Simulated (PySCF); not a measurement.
# Gas-phase XPS of (ClAlSe)3 ring, computed

Compound: (ClAlSe)3 ring, Al3Cl3Se3.
Bonds: Al1–Cl2, Al1–Se3, Al1–Se9, Se3–Al4, Al4–Cl5, Al4–Se6, Se6–Al7, Al7–Cl8, Al7–Se9.

Method used: delta-SCF UKS SCAN, pcX-2 on the ionised atom, pcseg-1 elsewhere, spin-free X2C (PySCF). Each binding energy is the total energy of the core-ionised species, with the hole localised on one atom, minus that of the ground state; both are solved self-consistently, so orbital relaxation is included.

Q: List the computed XPS lines with their assignment.

A: 
```json
{"atom(s)": "Al1/Al4/Al7", "bonded to": "Cl and 2 Se", "level": "Al 1s", "binding energy (eV)": "1568.41", "2p1/2 (eV)": "–", "count": "3"}
{"atom(s)": "Cl2/Cl5/Cl8", "bonded to": "Al", "level": "Cl 2p3/2", "binding energy (eV)": "205.86", "2p1/2 (eV)": "207.52", "count": "3"}
{"atom(s)": "Cl2/Cl5/Cl8", "bonded to": "Al", "level": "Cl 1s", "binding energy (eV)": "2828.46", "2p1/2 (eV)": "–", "count": "3"}
```

Q: Which photon wavelength matches the Cl 2p3/2 of Cl2/Cl5/Cl8 threshold?

A: λ = hc/E = 12398.42 eV Å / 205.86 eV = 60.227 Å.

Q: Which photon energy gives electrons from Cl 2p3/2 of Cl2/Cl5/Cl8 a kinetic energy of 200 eV, and what is their de Broglie wavelength?

A: hν = 205.86 + 200 = 405.86 eV, recoil neglected; λ = 12.264 Å/√(E/eV) = 0.87 Å.

The first atom of each set that the bonding makes equivalent was ionised and stands for the set. Spin–orbit and ligand-field terms were added within each 2p shell after the spin-free SCF. 2p1/2 minus 2p3/2 (ligand field included): Cl 1.65 eV. No level of selenium is listed. One conformer (not necessarily the lowest) at the PBE0-D3(BJ)/def2-SVP geometry, without solvent, vibrations or thermal averaging.

Time: 42 s of wall time; peak memory 0.84 GiB. Hardware: an Arm Neoverse V2 with one thread, no GPU, on a shared host.
